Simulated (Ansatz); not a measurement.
Species: H9AlSi3, SMILES `[SiH3][Al]([SiH3])[SiH3]` (charge 0, multiplicity 1).

Q: Give a relaxed geometry from r2SCAN-D4/def2-TZVP in Ansatz (an electronic-structure program).

A: the end point of this relaxation (outside a Z-matrix the atoms follow the SMILES, hydrogens last).
Bond lengths (Å): Si1–Al2 2.461, Si1–H5 1.493, Si1–H6 1.491, Si1–H7 1.490, Al2–Si3 2.459, Al2–Si4 2.460, Si3–H8 1.489, Si3–H9 1.492, Si3–H10 1.492, Si4–H11 1.491, Si4–H12 1.494, Si4–H13 1.490. Bond angles (°): Al2–Si1–H5 109.3, Al2–Si1–H6 111.3, Al2–Si1–H7 114.2, H5–Si1–H6 106.8, H5–Si1–H7 107.3, H6–Si1–H7 107.6, Si1–Al2–Si3 119.6, Si1–Al2–Si4 118.2, Si3–Al2–Si4 122.2, Al2–Si3–H8 114.4, Al2–Si3–H9 109.9, Al2–Si3–H10 110.4, H8–Si3–H9 107.5, H8–Si3–H10 107.6, H9–Si3–H10 106.7, Al2–Si4–H11 112.7, Al2–Si4–H12 108.3, Al2–Si4–H13 113.7, H11–Si4–H12 106.9, H11–Si4–H13 107.8, H12–Si4–H13 107.1.
